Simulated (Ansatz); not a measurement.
Isolated molecules relaxed with PBE0-D4/def2-TZVP in Ansatz; ΔE leaves out vibrations. CBS: MP2 limit from def2 TZ/QZ plus the TZ coupled-cluster correction, frozen cores. This one scheme is used for every species. Functionals use def2-TZVPP. For Br outer-core shells are correlated without core-valence functions, which leaves a few kJ/mol of doubt a bond. Scalar relativity is left out up to krypton.

Reaction (hydrogenolysis of a C–Br bond): `[SiH3]C1=C(Br)C1` + H₂ → `[SiH3]C1=CC1` + HBr

`[SiH3]C1=C(Br)C1`:

Z-matrix (Å, degrees):
```
Si
C 1 1.833
H 1 1.485 2 109.1
H 1 1.485 2 109.2 3 118.8
H 1 1.484 2 109.9 3 -120.6
C 2 1.294 1 154.1 3 121.4
C 2 1.546 1 144.6 3 -58.7
Br 6 1.837 2 147.1 1 -0.0
H 7 1.090 2 118.7 1 73.5
H 7 1.090 2 118.8 1 -73.4
```

H₂:

```xyz
2

H    -0.059   -0.274    0.246
H     0.059    0.274   -0.246
```

`[SiH3]C1=CC1`:

```xyz
10

Si   -0.133   -0.258    1.645
C     0.142    0.134   -0.124
C     0.762    0.752   -1.080
C    -0.319   -0.141   -1.550
H     0.817    0.499    2.499
H    -1.528    0.099    2.016
H     0.056   -1.716    1.861
H     1.536    1.445   -1.366
H    -1.263    0.283   -1.891
H    -0.071   -1.097   -2.011
```

HBr:

Z-matrix (Å, degrees):
```
Br
H 1 1.420
```

```tsv
level	ΔE (eV)
PBE0-D4	-0.68
ωB97X-V	-0.74
HF/def2-TZVPP	-1.00
MP2/def2-TZVPP	-0.58
```

(1) What does CCSD(T)/CBS give? (Estimate.)

Largest T1 diagnostic among the species: 0.011.

## Answers

(1) Ansatz gave: -0.71 eV. The listed levels differ from it by 0.03, -0.03, -0.29, 0.13 eV.

From PBE to PBE0 (25 % exact exchange), in def2-TZVPP and without D4, ΔE moves by −0.10 eV. In def2-TZVPP, CCSD(T) changes the Hartree–Fock value by +0.30 eV (the triples alone add +0.08 eV) and MP2 by +0.42 eV.
